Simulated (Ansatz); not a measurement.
The cluster Ca₄Se₄. The state is a singlet with charge 0. Geometry PBE0-D4/def2-SVP, basis def2-SVP, Ansatz.

```tsv
atom	x (Å)	y (Å)	z (Å)
Ca1	-1.3128	1.4631	1.0262
Ca2	-0.7376	-2.0547	0.3890
Ca3	-0.0205	0.3920	-2.1825
Ca4	2.0709	0.1996	0.7673
Se5	-2.4140	-0.2327	-0.8946
Se6	0.8597	2.3952	-0.4533
Se7	1.5303	-1.7056	-1.1962
Se8	0.0240	-0.4569	2.5441
```

| run | HOMO (eV) | LUMO (eV) |
| --- | --- | --- |
| A | -5.80 | -1.31 |
| B | -4.82 | -1.83 |
| C | -5.54 | -1.55 |
| D | -5.03 | -1.31 |

B3LYP takes the VWN-RPA correlation. The structure comes from a short search, and lower isomers may exist.

Question: The runs used B3LYP, PBE, PBE0, r2SCAN. Estimate which is which.

Answer: A PBE0 (25 % exact exchange); B PBE (0 % exact exchange); C B3LYP (20 % exact exchange); D r2SCAN (0 % exact exchange). Exact exchange lowers occupied and raises empty levels; among semilocal functionals meta-GGAs tend to open the gap a little, and such runs are hard to tell apart. The gap grows from 2.99 eV (PBE) to 4.49 eV (PBE0).
